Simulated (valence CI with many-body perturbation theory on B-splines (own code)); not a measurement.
Values are calculated unless marked as measured or tabulated.
Te³⁷⁺: what the settings do

Level of theory: relativistic CI+MBPT: five valence electrons over a frozen Dirac-Fock core [Ne], a basis of 6 s, 6 p, 5 d, 3 f, 1 g functions for each j, with the one-electron correlation potential Σ1, the two-electron term Σ2, the three-electron term Σ3, Breit, model QED; selected CI, second order for the rest, scaled by the run's own slope (own B-spline code, finite nucleus).

The last digits are not significant, and no measured levels were compared; by estimate large intervals hold to a few tenths of a per cent, small ones and those within an open d or f shell to about a per cent. Among the levels kept, up to 1200 cm⁻¹ of a level comes from second order outside the variational space, and about a tenth of that is noise between levels of different J, which matters for small intervals.

The reference run has the lowest level (3s^2 3p1/2^2 3p3/2) J=3/2 and an ionisation energy of 2554.35 eV. Its largest variational space holds 9999 state functions.

Levels are named by their leading jj configuration (3d3/2^4 stands for four electrons in 3d with j = 3/2), which in mixed levels can hold well under half, so a name can repeat and another be missing. Letters in brackets count levels of one name in rising energy.

Changed runs:
A. size limit of the variational space 10000 → 1500; second order for the rest on → off
B. screening of Σ1 on → off
C. Breit term on → off; orbitals per symmetry with explicit Σ2 and valence Breit (the others get mean screening factors) 5 → 2
D. start configuration 3s2 3p3 → 3s2 3p4 (bad on purpose)

Excitation energies of the reference run in cm⁻¹, and shifts in cm⁻¹:

```
                             Level  Reference      A        B       C
        (3s^2 3p1/2 3p3/2^2) J=3/2     472881   -134     +3.8   +7496
        (3s^2 3p1/2 3p3/2^2) J=5/2     535604   +390     +3.9   +9023
        (3s^2 3p1/2 3p3/2^2) J=1/2     612716   -669     +4.0   +7283
              (3s^2 3p3/2^3) J=3/2    1093520    +24     +7.6  +15385
        (3s^2 3p1/2^2 3d3/2) J=3/2    1160890  +3156      +17   +3016
        (3s 3p1/2^2 3p3/2^2) J=5/2    1237680  +2971     -3.7   +3161
        (3s^2 3p1/2^2 3d5/2) J=5/2    1387210  +3811      +18   +6775
        (3s 3p1/2^2 3p3/2^2) J=1/2    1437990   +809      -13    +964
        (3s 3p1/2^2 3p3/2^2) J=3/2    1449650  +3270     -7.7   +2638
(3s^2 3p1/2 3p3/2 3d3/2) J=5/2 [a]    1634550  +3296      +22  +12109
(3s^2 3p1/2 3p3/2 3d3/2) J=3/2 [a]    1638310  +2884      +19  +10868
(3s^2 3p1/2 3p3/2 3d3/2) J=1/2 [a]    1644520  +1806      +21  +10189
            Ionisation energy (eV)    2554.35  -0.32  +0.0085   +1.51
```

Run D: It gave no result: the electrons of core and valence do not add up to the charge. The program said: "core and valence hold 16 electrons, the ion has 15".
